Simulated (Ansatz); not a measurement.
# BSiH3OF2 (SMILES FB(F)O[SiH3]): the energy to break a bond

BSiH3OF2: 8 atoms, total charge 0, spin state singlet. As SMILES, `FB(F)O[SiH3]`. Geometry: optimised at r2SCAN/def2-SVP.

```xyz
8

F     1.6274   -1.9649    1.1075
B     0.5942   -1.2572    0.6855
F    -0.6243   -1.7498    0.8974
O     0.7767   -0.0801    0.0640
Si   -0.3425    1.0122   -0.5666
H    -1.2340    1.4993    0.5224
H     0.4411    2.1365   -1.1369
H    -1.1465    0.3468   -1.6290
```

Wanted: the dissociation energy of the H7–Si5 bond into doublet H and doublet BSiH2OF2 (shapes relaxed at r2SCAN/def2-SVP, no zero-point term). 1 Eh = 2625.50 kJ/mol = 27.2114 eV. Totals in Eh; open shells run unrestricted unless said.

| level | program | BSiH3OF2 | doublet H | doublet BSiH2OF2 |
| --- | --- | --- | --- | --- |
| HF/def2-SVP | Ansatz | -589.001500 | -0.499278 | -588.376500 |
| r2SCAN/def2-SVP | Ansatz | -590.775807 | -0.499209 | -590.126433 |
| B3LYP/def2-SVP | Ansatz | -590.967312 | -0.501259 | -590.312054 |

Problem. Work out the dissociation energy at each level.

Solution. 
1. HF/def2-SVP: (-0.499278) + (-588.376500) − (-589.001500) = 0.125722 Eh = 330.1 kJ/mol = 3.42 eV.
2. r2SCAN/def2-SVP: (-0.499209) + (-590.126433) − (-590.775807) = 0.150165 Eh = 394.3 kJ/mol = 4.09 eV.
3. B3LYP/def2-SVP: (-0.501259) + (-590.312054) − (-590.967312) = 0.153999 Eh = 404.3 kJ/mol = 4.19 eV.

The levels span 330 to 404 kJ/mol; no measured value is set beside them. Hartree–Fock lacks the correlation of the electrons that are unpaired, so it comes out low. A bond enthalpy at 298 K also holds the loss of zero-point energy and thermal terms.
